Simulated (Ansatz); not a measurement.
Species: SbI$_{3}$, net charge -1, doublet state. 
Structure (B3LYP-D3(BJ)/def2-TZVP (Ansatz, a quantum-chemistry and plane-wave program) minimum search):
```
Sb
I 1 2.8031
I 1 3.0251 2 99.63
I 1 3.0251 2 99.63 3 180.00
```
Charge -1, spin multiplicity 2.

Basis-set convergence of Hartree-Fock and CCSD(T) correlation energies (hartree) with Ansatz. Cores are frozen in the correlated levels unless marked. UHF or UKS for open shells. Spin-orbit coupling is left out. Frozen are the shells of the preceding noble gas and the d and f shells that filled before the atom's block. Past Kr the def2 sets carry scalar-relativistic core potentials. This anion needs diffuse functions, which these sets lack.

```tsv
basis	functions	E(HF)	E(corr, CCSD(T))
def2-SVP	104	-1129.40961	-0.41571
def2-TZVPP	200	…	…
```

Q: Fill in the missing entries.

A: 
- def2-TZVPP, E(HF): -1129.44739
- def2-TZVPP, E(corr, CCSD(T)): -0.59518
